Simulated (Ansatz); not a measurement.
```yaml
crystal:
  periodic: [false, false, false]
  atoms:
    - {symbol: Cu, position_ang: [0.712495, -1.048308, -0.153367]}
    - {symbol: Cu, position_ang: [-0.762749, 0.915331, 0.458825]}
    - {symbol: S, position_ang: [-1.323672, -0.764813, -0.736525]}
    - {symbol: S, position_ang: [1.373916, 0.897801, 0.431057]}
basis:
  gaussian: {orbitals: "6-31G*", final_grid: {core_spheres: 20, valence_spheres: 16, degree: 47}}
total_charge: 1
magnetization: {spin_polarized: true, initial_magnetization: 1}
hamiltonian: {xc: {name: rPW86-PBE}}
scf: {lower_state_search: light}
output: {forces: true}
```

```sh
$ ansatz run in.yaml --threads 4 --pin off --events-out ev --progress --plain --max-ram 4787MiB
```

Output, abridged:

```
Functional definition: rPW86-PBE
1144 factors; their error is unknown
mean field evaluation 1: about -110971.2093 eV, gradient 8.6e1 eV
mean field evaluation 2: about -109292.9748 eV, gradient 4.8e2 eV
mean field evaluation 4: about -110985.1107 eV, gradient 3.9e1 eV
mean field evaluation 8: about -110990.3478 eV, gradient 3.5e0 eV
mean field evaluation 16: about -110990.3552 eV, gradient 1.8e-3 eV
mean field evaluation 32: about -110989.5599 eV, gradient 3.1e0 eV
mean field evaluation 64: about -110989.7109 eV, gradient 1.3e-3 eV
mean field evaluation 96: about -110986.5069 eV, gradient 2.3e1 eV
mean field evaluation 128: about -110989.2245 eV, gradient 1.8e-1 eV
mean field -110990.35522747 eV, -4078.8203226446 hartree, gradient 5.0e-6 eV, S^2 0.752786; 9 other end points of the search recorded, 0 dependent functions left out
reference -110990.35532994 eV, -4078.8203264106 hartree; 45, 44 occupied and 65, 66 virtual orbitals, 1144 factors
Total energy: -110990.35532994 eV, -4078.8203264106 hartree
Atom 0 at     0.712495    -1.048308    -0.153367 Å, force    -0.477580     0.879098    -0.148585 eV/Å
Atom 1 at    -0.762749     0.915331     0.458825 Å, force     0.600015    -0.555077    -0.595688 eV/Å
Atom 2 at    -1.323672    -0.764813    -0.736525 Å, force     0.633795     0.266303     0.672935 eV/Å
Atom 3 at     1.373916     0.897801     0.431057 Å, force    -0.756230    -0.590323     0.071339 eV/Å
Dipole moment:    -0.029129    -0.077090     0.177075 e Å
```

It took 34 s on 4 threads of Arm Neoverse V1 on a shared host.

The 6-31G sets use Cartesian d functions.

The dipole of an ion depends on the origin.
